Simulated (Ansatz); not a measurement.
Mulliken charges of dimethyl telluride from ωB97M-V/def2-TZVPP in Ansatz (PBE0-D4/def2-TZVP geometry).

```csv
atom,x (Å),y (Å),z (Å),charge (e)
C1,-0.777,1.019,-0.891,-0.533
Te2,1.244,0.371,-0.646,0.152
C3,0.782,-1.034,0.895,-0.533
H4,-1.400,0.180,-1.196,0.152
H5,-0.781,1.778,-1.672,0.152
H6,-1.142,1.452,0.039,0.152
H7,0.094,-1.786,0.515,0.152
H8,1.716,-1.510,1.189,0.152
H9,0.353,-0.516,1.751,0.152
```

Problem. By hand: the dipole of these point charges (1 e Å = 4.8032 D).

Solution. Σ q r = (0.010, 0.003, -0.005) e Å, of length 0.012 e Å = 0.06 D.

Problem. How does the dipole of the full density compare? (Estimate.)

Solution. The calculation gave: (-0.219, -0.067, 0.114) e Å, 1.23 D; the point charges give 0.05 times that, at 179° from its direction, so they point the opposite way.

Point charges leave out the atoms' own dipoles, such as those of lone pairs, and Mulliken's split depends on the basis, so the two needn't agree.
